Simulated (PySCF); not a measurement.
Ionisation energy of O²⁺ by level of theory

O²⁺ [He] 2s2 2p2 (3P) → O³⁺ [He] 2s2 2p1 (2P), as a difference of total energies. Calculation: PySCF 2.14, in x2c-TZVPPall (5s3p2d1f, 31 functions); the spin-free X2C one-electron Hamiltonian (Gaussian nucleus). Correlated levels: valence: 1s2 frozen; valence and next inner shell: nothing frozen. The calculations carry no spin-orbit coupling.

```csv
method,ionisation energy (eV),plus first-order spin-orbit estimate,difference from reference of that sum (eV)
UHF,54.601,54.595,-0.341
LDA,55.412,55.407,+0.471
PBE,55.264,55.259,+0.323
PBE0,55.298,55.293,+0.357
r2SCAN,55.596,55.591,+0.655
wB97X,55.079,55.074,+0.138
B97-3,55.276,55.271,+0.335
r2SCAN0,55.539,55.534,+0.598
BHandHLYP,55.302,55.297,+0.361
ROHF,54.563,54.557,-0.379
MP2 (valence),54.966,54.960,+0.024
SCS-MP2 (valence),54.827,54.822,-0.114
MP2 (valence and next inner shell),54.982,54.977,+0.041
SCS-MP2 (valence and next inner shell),54.838,54.833,-0.103
```

Reference: 54.936 eV (semi-empirical (NIST evaluation); NIST Atomic Spectra Database, ionization energies).

A first-order spin-orbit estimate (lowest level to lowest level, LS coupling) adds -0.005 eV.

Errors of the correlated levels include the incompleteness of this basis and the frozen core.
